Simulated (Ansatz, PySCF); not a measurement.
Noncovalent pair: HF (SMILES F) (first 2 atoms) with H2S (SMILES S); geometry from B3LYP-D3(BJ)/def2-TZVP.
(charge 0, multiplicity 1):
```xyz
5

F     -0.322     1.230     0.103
H     -0.039     0.652     0.787
S      0.436    -0.714     2.500
H     -0.142     0.091     3.407
H     -0.683    -1.440     2.336
```

Quantity: the interaction energy.

Counterpoise-corrected where a basis set is named; no monomer relaxation.

Frozen-core correlation. CBS: X⁻³ extrapolation of the correlation energy, Hartree–Fock from the larger set.

Programs: Ansatz (a first-principles code); PySCF for the dispersion terms. Each number belongs to the level named beside it.

Costs are ratios of core time to PBE/def2-TZVPPD (roughly 3 s), for whole runs (searches for the state included, and forces where a run took them) on one shared machine, so rough; each difference counts from -22.3 kJ/mol (CCSD(T)/CBS(aug-cc-pV(T+d)Z, aug-cc-pV(Q+d)Z), a level with limits of its own).

A star marks coupled-cluster runs past 200 virtual orbitals, where the program's memory plan changes under this machine's limit, so their costs aren't comparable with smaller runs.

```csv
level,basis functions,cost,difference (kJ/mol)
revPBE/def2-TZVPPD,142,×0.9,2.7
revPBE-D3(BJ)/def2-TZVPPD,142,×0.9,-2.7
PBE/def2-TZVPPD,142,×1,-4.3
B3LYP-D3(BJ)/def2-TZVPPD,142,×1,-3.6
BHLYP-D3(BJ)/def2-TZVPPD,142,×1,-2.9
CAM-B3LYP-D3(BJ)/def2-TZVPPD,142,×2,-3.6
r2SCAN-D3(BJ)/def2-TZVPPD,142,×2,-4.0
B97M-V/def2-TZVPPD,142,×3,-1.4
CCSD(T)/aug-cc-pV(D+d)Z,82,×3,4.1
wB97X-V/def2-TZVPPD,142,×3,-1.5
CCSD(T)/aug-cc-pV(T+d)Z,170,×30,1.5
CCSD(T)/aug-cc-pV(Q+d)Z,307,×1000*,0.6
```

The cheapest listed level whose difference stays within 1.0 kJ/mol: CCSD(T)/aug-cc-pV(Q+d)Z (0.6 kJ/mol, cost ×1000).

What the step from CCSD(T)/aug-cc-pV(D+d)Z to CCSD(T)/aug-cc-pV(T+d)Z costs and buys: 82 to 170 functions, cost ×8 (rough); the difference goes from 4.1 to 1.5 kJ/mol.
